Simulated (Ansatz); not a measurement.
H5N2OSi (`[NH][SiH](N)O`) radical, relaxed with UKS PBE-D4/def2-SVP in Ansatz 0.2.0 from a rough embedded geometry. The force threshold is 0.03 eV/Å; the program also tests the step.

The species carries charge 0 and has multiplicity 2.

Start:

```xyz
9

N     0.654   -0.659   -0.910
Si    0.120    0.576    0.106
N     0.027   -0.481    1.396
O    -1.417    0.883   -0.385
H     0.922   -0.209   -1.847
H     1.010    1.753    0.285
H     0.910   -0.887    1.425
H    -0.585   -1.171    1.070
H    -1.641    0.194   -1.138
```

Task: By how much does the energy fall, and how many steps does the optimiser take? (Best estimate.)

Result: Ansatz gave: 1.53 eV, in 22 steps, 3 of them rejected.

Task: Which bonds change most? (An estimate is asked.)

Result: The calculation gave: Si2–N3 from 1.670 to 1.743 Å; O4–H9 from 1.045 to 0.975 Å; N1–Si2 from 1.686 to 1.747 Å; N3–H7 from 0.972 to 1.022 Å.

Task: Give the relaxed structure. (An estimate is asked.)

Result: Ansatz gave: 
```xyz
9

N     0.474   -0.606   -1.424
Si    0.073    0.454   -0.095
N     0.066   -0.628    1.272
O    -1.417    1.140   -0.456
H     1.375   -0.428   -1.904
H     0.929    1.618    0.306
H     0.669   -0.464    2.081
H    -0.155   -1.620    1.150
H    -2.014    0.533   -0.931
```
